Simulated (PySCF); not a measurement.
Si(H)2(OAc)(OH) (C₂H₆O₃Si), SMILES O([SiH2]O)C(=O)C.

Geometry optimised at B3LYP-D3(BJ)/def2-SVP. One conformer was computed; it need not be the lowest.

These are TDA-PBE0/def2-SVPD run with PySCF 2.14.0 values and carry that method's errors.

Vertical excitations. The molecule is in vacuum.

Question: Give excitation energies, oscillator strengths and character. (Estimate from the structure and the level; the computed values follow.)

Answer: 
```json
[
 {"state": "S1", "energy (eV)": "5.80", "λ (nm)": "214", "f": "0.001", "main pairs": "HOMO→LUMO 95 %"},
 {"state": "S2", "energy (eV)": "7.26", "λ (nm)": "171", "f": "0.003", "main pairs": "HOMO→LUMO+1 92 %"},
 {"state": "S3", "energy (eV)": "7.59", "λ (nm)": "163", "f": "0.019", "main pairs": "HOMO→LUMO+2 84 %"},
 {"state": "S4", "energy (eV)": "7.80", "λ (nm)": "159", "f": "0.010", "main pairs": "HOMO−1→LUMO+1 85 %"},
 {"state": "S5", "energy (eV)": "7.93", "λ (nm)": "156", "f": "0.080", "main pairs": "HOMO−1→LUMO 68 %"},
 {"state": "S6", "energy (eV)": "8.13", "λ (nm)": "152", "f": "0.027", "main pairs": "HOMO−3→LUMO 33 %, HOMO−2→LUMO 28 %, HOMO−4→LUMO 15 %, HOMO→LUMO+3 11 %"},
 {"state": "S7", "energy (eV)": "8.27", "λ (nm)": "150", "f": "0.016", "main pairs": "HOMO−2→LUMO+1 46 %, HOMO−1→LUMO+2 33 %"},
 {"state": "S8", "energy (eV)": "8.30", "λ (nm)": "149", "f": "0.012", "main pairs": "HOMO→LUMO+3 73 %"},
 {"state": "S9", "energy (eV)": "8.39", "λ (nm)": "148", "f": "0.014", "main pairs": "HOMO−1→LUMO+2 51 %, HOMO−2→LUMO+1 29 %"},
 {"state": "S10", "energy (eV)": "8.58", "λ (nm)": "144", "f": "0.009", "main pairs": "HOMO→LUMO+4 92 %"},
 {"state": "T1", "energy (eV)": "5.23", "λ (nm)": "237", "f": "0", "main pairs": "HOMO→LUMO 94 %"},
 {"state": "T2", "energy (eV)": "6.12", "λ (nm)": "203", "f": "0", "main pairs": "HOMO−2→LUMO 39 %, HOMO−1→LUMO 37 %, HOMO−3→LUMO 13 %"},
 {"state": "T3", "energy (eV)": "7.18", "λ (nm)": "173", "f": "0", "main pairs": "HOMO→LUMO+1 83 %"},
 {"state": "T4", "energy (eV)": "7.43", "λ (nm)": "167", "f": "0", "main pairs": "HOMO→LUMO+2 61 %, HOMO−1→LUMO+1 23 %"}
]
```
Triplets are in the Tamm–Dancoff approximation.
